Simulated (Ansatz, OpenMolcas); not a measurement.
## How basis sets differ on BaS (SMILES [S][Ba])

BaS has 2 atoms, charge 0, and is taken as a singlet. As SMILES, `[S][Ba]`. Geometry: the measured bond length.

```xyz
2

S     0.0000    0.0000    0.0000
Ba    0.0000    0.0000    2.5074
```

Quantity: the vertical ionisation energy (to the doublet cation), in eV. The values are calculated.

```json
{"level": "CCSD(T)/def2-SV(P) (core potential)", "kind": "coupled cluster or CI", "program": "Ansatz", "value (eV)": "6.16", "less CCSD(T)/def2-QZVP": "-0.34", "CPU time (all runs)": "2.5 s"}
{"level": "CCSD(T)/def2-TZVP (core potential)", "kind": "coupled cluster or CI", "program": "Ansatz", "value (eV)": "6.28", "less CCSD(T)/def2-QZVP": "-0.22", "CPU time (all runs)": "38 s"}
{"level": "CCSD(T)/def2-TZVP (core potential), open shells restricted", "kind": "coupled cluster or CI", "program": "OpenMolcas", "value (eV)": "6.36", "less CCSD(T)/def2-QZVP": "-0.14", "CPU time (all runs)": "42 s"}
{"level": "CCSD(T)/def2-TZVPP (core potential)", "kind": "coupled cluster or CI", "program": "Ansatz", "value (eV)": "6.28", "less CCSD(T)/def2-QZVP": "-0.22", "CPU time (all runs)": "12 s"}
{"level": "CCSD(T)/def2-QZVP (core potential)", "kind": "coupled cluster or CI", "program": "Ansatz", "value (eV)": "6.50", "less CCSD(T)/def2-QZVP": "0.00", "CPU time (all runs)": "45 s"}
```

Differences are taken from CCSD(T)/def2-QZVP (core potential) for orientation; it has basis-set and higher-order errors of its own. Spin-orbit coupling, which can split open shells on such heavy atoms by tenths of an eV, is left out. The values span 6.16 to 6.50 eV. Times are those of the runs behind each value, whatever else they computed, on shared processors of several kinds: orders of magnitude only.
